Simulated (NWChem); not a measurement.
System: C3H5FSi; SMILES F[C@@H]1C=C[SiH2]1

```xyz
10

F      0.2829    -1.9116    -0.2855
C     -0.0053    -0.7781     0.4801
C     -1.2923    -0.0857     0.0734
C     -0.9860     1.1931    -0.2345
Si     0.8453     0.8869    -0.0143
H      0.0126    -1.0835     1.5335
H     -2.2722    -0.5692     0.0600
H     -1.6872     1.9790    -0.4966
H      1.6004     1.6667     1.0107
H      1.6660     0.8185    -1.2521
```
Atoms are numbered in this order, from 1.

Results from NWChem. Medium grid unless said otherwise, to which SCAN and Minnesota functionals are sensitive. Structure relaxed at the B3LYP/6-31G* (spherical d) level. Hybrids' shares of exact exchange are those that their runs print; pure functionals count as 0. The functionals differ in more than this share.

```
row              share of exact exchange  highest occupied level (eV)
---------------  -----------------------  ---------------------------
PBE/def2-SVP                        0.00                        -6.46
r2SCAN/def2-SVP                     0.00                        -6.81
TPSSh/def2-SVP                      0.10                     withheld
B3LYP/def2-SVP                      0.20                        -7.60
PW6B95/def2-SVP                     0.28                        -7.97
```

Fit a straight line of the last column on the one before it, predict the withheld value, and compare with the run.


1. Means of the 4 shown rows: x = 0.120, y = -7.210. Slope Σ(x − x̄)(y − ȳ)/Σ(x − x̄)² = -0.2908/0.06080 = -4.783; intercept -6.636.
2. The shown rows scatter about the line by 0.124 (root mean square); the largest residual is +0.18, at PBE/def2-SVP.
3. At x = 0.10 (TPSSh/def2-SVP; inside the shown range) the line gives -7.11.
4. The run gives -7.15, -0.04 from the line, 0.3 times the scatter.
